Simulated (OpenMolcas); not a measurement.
# Cu2+, Ag2+, Au2+: d9 down the group

```
Program             : OpenMolcas
Method              : CASSCF
Basis               : ANO-RCC-VTZP
Scalar Hamiltonian  : DKH2, point nucleus
Spin-orbit coupling : state interaction with AMFI integrals over the reference wave functions, term energies averaged over their components
```

Active space for each ion: 9 electrons in 10 orbitals (d d).

Computed levels in cm-1 above 2D 5/2:

| Level | Cu2+ | Ag2+ | Au2+ |
| --- | --- | --- | --- |
| 2D 3/2 | 2071 | 4516 | 13144 |
| weight of 2D in the lowest level (%) | 100 | 100 | 100 |

Measured, with the error of the calculation in %. Measured levels: Cu2+ from Sugar and Musgrove, J. Phys. Chem. Ref. Data 19, 527 (1990); Ag2+ from Moore, Atomic Energy Levels, vol. III, NSRDS-NBS 35 (1971 reprint of NBS Circular 467, 1958); Au2+ from Iglesias, J. Res. Natl. Bur. Stand. 64A, 481 (1960).

| Level | Cu2+ | Ag2+ | Au2+ |
| --- | --- | --- | --- |
| 2D 3/2 | 2072 (0) | 4607 (-2.0) | 12694 (+3.5) |

The fine-structure level 2D 3/2 changes by a factor of 6.35 from Cu2+ to Au2+.

Without dynamic correlation excited terms often stand tens of per cent too high (terms of higher spin than the ground term too low), and those without a measured partner can miss by more than the paired ones. Active for correlation alone: 4d; no level in the range computed is led by a configuration that fills it, so any true level of that kind is missing (holds for Cu2+). Active for correlation alone: 5d; no level in the range computed is led by a configuration that fills it, so any true level of that kind is missing (holds for Ag2+). Active for correlation alone: 6d; no level in the range computed is led by a configuration that fills it, so any true level of that kind is missing (holds for Au2+). Measured partners are found by configuration, term and J. A level has none where our copy of the source lacks it or the pairing is in doubt (some pairs that miss far off the trend of their configuration count as doubtful), and it then counts in no deviation. Levels of configurations outside the active space are missing.
